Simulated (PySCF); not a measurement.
C2H6AlCl, SMILES [CH3][Al]([CH3])[Cl] (connectivity only; charge and spin as stated), charge -1, multiplicity 2. Geometry: PBE-D3(BJ)/def2-SVPD. The multiplicity is an assumed one; no other spin state was optimised. The isomer is the one that the SMILES or the coordinates give; other isomers of the formula were not compared.

The numbers are results of PySCF with PBE-D3(BJ)/def2-SVPD, not measurements.

Harmonic wavenumbers (cm⁻¹): 112, 123, 133, 136, 175, 340, 516, 522, 562, 607, 629, 669, 1103, 1105, 1355, 1358, 1361, 1370, 2905, 2908, 2993, 2995, 3024, 3024. Rotational constants (GHz): 4.768, 2.816, 1.953; symmetry number 1.

### Question
Work out the zero-point energy and the ideal-gas rigid-rotor harmonic-oscillator thermochemistry at 298.15 K and 1 atm.

### Answer
ZPE = ½ Σ hcν = ½ × 30024 cm⁻¹ = 42.92 kcal/mol. H − E(el) = 48.32 kcal/mol. Entropy in cal/(mol K): translation 39.49, rotation 26.91, vibration 18.77, spin 1.38, total 86.54. G − E(el) = 22.52 kcal/mol. Cp = 26.57 cal/(mol K). Modes under 150 cm⁻¹ make the vibrational entropy uncertain.
